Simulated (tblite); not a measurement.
C₅H₉AsO₃Si.
SMILES with atom numbers: `[O:1]=[CH:2][O:3][C:4](=[O:5])[Si@@H:6]1[CH2:7][CH2:8][CH2:9][AsH:10]1` (hydrogens: H11 on C2; H12 on Si6; H13, H14 on C7; H15, H16 on C8; H17, H18 on C9; H19 on As10)

Computed with GFN2-xTB (tblite), gas phase: L-BFGS steps from a force-field or distance-geometry start until the largest atomic force falls under 0.01 eV/Å.

Step 27: E = -859.0819 eV
```
atom  x, y, z in Å  |  force x, y, z in eV/Å
O1      4.3655    0.0135    0.5142   -0.015   0.007  -0.005
C2      3.3741    0.6333    0.3281   -0.025   0.005  -0.002
O3      2.1096    0.1759    0.2019   -0.016   0.021   0.019
C4      1.7604   -1.1731    0.2796    0.005   0.007  -0.052
O5      2.5402   -2.0476    0.4876    0.013  -0.010   0.012
Si6    -0.1325   -1.3790    0.0946   -0.017   0.003   0.021
C7     -0.8781   -0.3055   -1.3072   -0.003   0.014  -0.002
C8     -1.5058    0.9341   -0.6758    0.007   0.010  -0.004
C9     -2.3616    0.5490    0.5255   -0.024   0.012  -0.026
As10   -1.3255   -0.4694    1.8898    0.053  -0.009   0.023
H11     3.3288    1.7347    0.2208   -0.013  -0.022   0.000
H12    -0.3140   -2.8103   -0.1856   -0.016  -0.021   0.004
H13    -1.6647   -0.8859   -1.7933    0.021  -0.015  -0.009
H14    -0.1658   -0.0192   -2.0796    0.020   0.011   0.013
H15    -0.7191    1.6227   -0.3535    0.030  -0.015   0.001
H16    -2.1183    1.4605   -1.4144    0.002   0.008   0.012
H17    -2.8072    1.4355    0.9853   -0.009   0.025  -0.016
H18    -3.1888   -0.0885    0.1971   -0.027  -0.025   0.005
H19    -0.3069    0.6286    2.0775    0.014  -0.006   0.006
```

Step 28: E = -859.0823 eV
```
atom  x, y, z in Å  |  force x, y, z in eV/Å
O1      4.3637    0.0167    0.5133    0.011  -0.007  -0.002
C2      3.3710    0.6342    0.3276   -0.031   0.009   0.004
O3      2.1081    0.1738    0.2031   -0.029   0.001   0.013
C4      1.7620   -1.1768    0.2794   -0.014   0.009  -0.043
O5      2.5430   -2.0505    0.4868    0.004   0.008   0.005
Si6    -0.1327   -1.3793    0.0968   -0.001  -0.004  -0.008
C7     -0.8767   -0.3048   -1.3063    0.004   0.005   0.002
C8     -1.5043    0.9350   -0.6756    0.001   0.003   0.002
C9     -2.3611    0.5495    0.5248   -0.015  -0.003  -0.002
As10   -1.3242   -0.4697    1.8908    0.047   0.027   0.016
H11     3.3232    1.7350    0.2204   -0.013  -0.007  -0.003
H12    -0.3191   -2.8098   -0.1866   -0.013  -0.019   0.008
H13    -1.6636   -0.8847   -1.7929    0.026  -0.015  -0.007
H14    -0.1637   -0.0192   -2.0783    0.017   0.009   0.016
H15    -0.7175    1.6236   -0.3532    0.025  -0.015   0.000
H16    -2.1174    1.4600   -1.4142    0.005   0.017   0.007
H17    -2.8075    1.4353    0.9856   -0.006   0.019  -0.021
H18    -3.1872   -0.0895    0.1963   -0.026  -0.018   0.004
H19    -0.3058    0.6305    2.0748    0.007  -0.019   0.011
```

Step 29: E = -859.0826 eV
```
atom  x, y, z in Å  |  force x, y, z in eV/Å
O1      4.3622    0.0190    0.5125    0.020  -0.013  -0.003
C2      3.3684    0.6348    0.3272   -0.026   0.006   0.009
O3      2.1065    0.1725    0.2042   -0.033  -0.014   0.006
C4      1.7630   -1.1793    0.2783   -0.025   0.005  -0.025
O5      2.5449   -2.0522    0.4864   -0.006   0.024  -0.005
Si6    -0.1329   -1.3797    0.0983    0.010  -0.012  -0.032
C7     -0.8757   -0.3042   -1.3057    0.010  -0.005   0.004
C8     -1.5032    0.9356   -0.6754   -0.004  -0.006   0.007
C9     -2.3611    0.5498    0.5242   -0.004  -0.014   0.019
As10   -1.3222   -0.4696    1.8919    0.027   0.046   0.004
H11     3.3191    1.7350    0.2200   -0.014   0.007  -0.005
H12    -0.3231   -2.8098   -0.1872   -0.010  -0.012   0.012
H13    -1.6623   -0.8842   -1.7928    0.027  -0.012  -0.007
H14    -0.1617   -0.0189   -2.0770    0.015   0.008   0.018
H15    -0.7158    1.6238   -0.3530    0.015  -0.015   0.001
H16    -2.1168    1.4601   -1.4138    0.008   0.023   0.003
H17    -2.8079    1.4357    0.9852   -0.004   0.010  -0.025
H18    -3.1866   -0.0907    0.1958   -0.016  -0.008   0.005
H19    -0.3048    0.6316    2.0732    0.010  -0.018   0.013
```

Question: Estimate the geometry and energy of step 30. (The exact step hangs on the optimiser's Hessian estimate; all steps are aligned on step 29, rigid shifts and turns removed.)

Answer: E = -859.0830 eV, largest force 0.054 eV/Å
```
atom  x, y, z in Å  |  force x, y, z in eV/Å
O1      4.3603    0.0211    0.5116    0.014  -0.011  -0.004
C2      3.3654    0.6355    0.3271   -0.014  -0.002   0.012
O3      2.1041    0.1714    0.2055   -0.028  -0.021  -0.002
C4      1.7636   -1.1815    0.2764   -0.029  -0.001  -0.001
O5      2.5467   -2.0531    0.4858   -0.017   0.036  -0.017
Si6    -0.1331   -1.3805    0.0994    0.014  -0.020  -0.048
C7     -0.8744   -0.3038   -1.3049    0.014  -0.012   0.004
C8     -1.5020    0.9361   -0.6750   -0.008  -0.015   0.012
C9     -2.3611    0.5498    0.5239    0.009  -0.020   0.033
As10   -1.3196   -0.4688    1.8933   -0.002   0.050  -0.012
H11     3.3149    1.7352    0.2197   -0.017   0.017  -0.005
H12    -0.3281   -2.8100   -0.1874   -0.006  -0.006   0.015
H13    -1.6602   -0.8839   -1.7932    0.026  -0.009  -0.007
H14    -0.1590   -0.0186   -2.0751    0.012   0.008   0.018
H15    -0.7135    1.6233   -0.3527    0.002  -0.015   0.003
H16    -2.1159    1.4605   -1.4133    0.013   0.025   0.002
H17    -2.8083    1.4361    0.9844   -0.002  -0.002  -0.026
H18    -3.1862   -0.0920    0.1956    0.000   0.005   0.010
H19    -0.3034    0.6323    2.0715    0.020  -0.007   0.015
```

The energy changes by -0.0004 eV. The first-order estimate −F·Δx gives -0.0005 eV and the mean of the old and new forces, exact on a quadratic surface, -0.0004 eV. The step makes an angle of 68° with the force vector and moves no atom by more than 0.005 Å.

What follows is the cost of the whole relaxation. On one thread of an Arm Neoverse V2, no GPU, shared host with 96 logical CPUs at a one-minute load of 32, this took 0.84 s wall.
